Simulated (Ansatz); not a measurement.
Ansatz (an electronic-structure program) input (HF/def2-TZVP):

Ansatz 0.2 input:
```yaml
crystal:
  periodic: [false, false, false]
  atoms:
    - {symbol: B, position_ang: [-0.61802600, 0.41469115, 0.02416884]}
    - {symbol: F, position_ang: [0.52723220, -0.20936331, -0.00695393]}
    - {symbol: H, position_ang: [-1.65495985, -0.18918598, -0.05825890]}
basis:
  gaussian:
    orbitals: def2-TZVP
hamiltonian:
  xc: {name: HF}
magnetization: {spin_polarized: true, initial_magnetization: 1}
relax: {f_tol: 0.003, max_steps: 100}
```

Output:

```
Functional definition: HF
integrals: 0.01 GiB planned
466 factors; their error is unknown
mean field: 0.10 GiB planned
mean field evaluation 1: about -3392.7257 eV, gradient 1.7e1 eV
mean field evaluation 2: about -3393.8155 eV, gradient 1.1e1 eV
mean field evaluation 4: about -3394.2464 eV, gradient 8.3e-1 eV
mean field evaluation 8: about -3394.2624 eV, gradient 3.5e-2 eV
mean field -3394.32198387 eV, -124.7390321530 hartree, gradient 1.3e-5 eV, S^2 0.753252; 0 other end points of the search recorded, 0 dependent functions left out
the calculation of the forces begins
reference -3394.32198387 eV, -124.7390321530 hartree; 8, 7 occupied and 60, 61 virtual orbitals, 466 factors
relax step   1: F+E_penalty+E_count = -3394.32198387 eV  Δ(F+E_penalty+E_count) = +0.000e0 eV  max|allowed force component| = 5.054e-1 eV/Å  Δτ_max = 0.0000 Å  (39 SCF iters, accepted)
these checks for a lower state are left out or cut short: starts, cluster_reference, orbital_swaps, neighbouring_geometries, increment
integrals: 0.01 GiB planned
466 factors; their error is unknown
mean field: 0.10 GiB planned
mean field evaluation 16: about -3394.2655 eV, gradient 4.3e-1 eV
mean field -3394.32576277 eV, -124.7391710252 hartree, gradient 1.6e-5 eV, S^2 0.753223; 0 other end points of the search recorded, 0 dependent functions left out
the calculation of the forces begins
reference -3394.32576277 eV, -124.7391710252 hartree; 8, 7 occupied and 60, 61 virtual orbitals, 466 factors
relax step   2: F+E_penalty+E_count = -3394.32576277 eV  Δ(F+E_penalty+E_count) = -3.779e-3 eV  max|allowed force component| = 1.975e-1 eV/Å  Δτ_max = 0.0054 Å  (34 SCF iters, accepted)
these checks for a lower state are left out or cut short: starts, cluster_reference, orbital_swaps, neighbouring_geometries, increment
integrals: 0.01 GiB planned
466 factors; their error is unknown
mean field: 0.10 GiB planned
mean field -3394.32638559 eV, -124.7391939134 hartree, gradient 1.5e-5 eV, S^2 0.753218; 0 other end points of the search recorded, 0 dependent functions left out
the calculation of the forces begins
reference -3394.32638559 eV, -124.7391939134 hartree; 8, 7 occupied and 60, 61 virtual orbitals, 466 factors
relax step   3: F+E_penalty+E_count = -3394.32638559 eV  Δ(F+E_penalty+E_count) = -6.228e-4 eV  max|allowed force component| = 5.256e-3 eV/Å  Δτ_max = 0.0027 Å  (35 SCF iters, accepted)
these checks for a lower state are left out or cut short: starts, cluster_reference, orbital_swaps, neighbouring_geometries, increment
integrals: 0.01 GiB planned
466 factors; their error is unknown
mean field: 0.10 GiB planned
mean field evaluation 32: about -3394.3263 eV, gradient 2.1e-1 eV
mean field -3394.32638676 eV, -124.7391939562 hartree, gradient 1.6e-5 eV, S^2 0.753218; 0 other end points of the search recorded, 0 dependent functions left out
the calculation of the forces begins
reference -3394.32638676 eV, -124.7391939562 hartree; 8, 7 occupied and 60, 61 virtual orbitals, 466 factors
relax step   4: F+E_penalty+E_count = -3394.32638676 eV  Δ(F+E_penalty+E_count) = -1.166e-6 eV  max|allowed force component| = 5.897e-4 eV/Å  Δτ_max = 0.0002 Å  (35 SCF iters, accepted)
integrals: 0.01 GiB planned
466 factors; their error is unknown
mean field: 0.10 GiB planned
mean field -3394.32638676 eV, -124.7391939562 hartree, gradient 1.6e-5 eV, S^2 0.753218; 1 other end points of the search recorded, 0 dependent functions left out
the calculation of the forces begins
reference -3394.32638676 eV, -124.7391939562 hartree; 8, 7 occupied and 60, 61 virtual orbitals, 466 factors
Total energy: -3394.32638676 eV, -124.7391939562 hartree
Atom 0 at    -0.616557     0.408764     0.023644 Å, force     0.000323    -0.000309    -0.000021 eV/Å
Atom 1 at     0.520116    -0.206044    -0.006813 Å, force     0.000267     0.000233     0.000029 eV/Å
Atom 2 at    -1.649313    -0.186578    -0.057874 Å, force    -0.000590     0.000076    -0.000007 eV/Å
Dipole moment:    -0.152673    -0.019509    -0.005569 e Å
```

It need not be the lowest isomer of its formula.
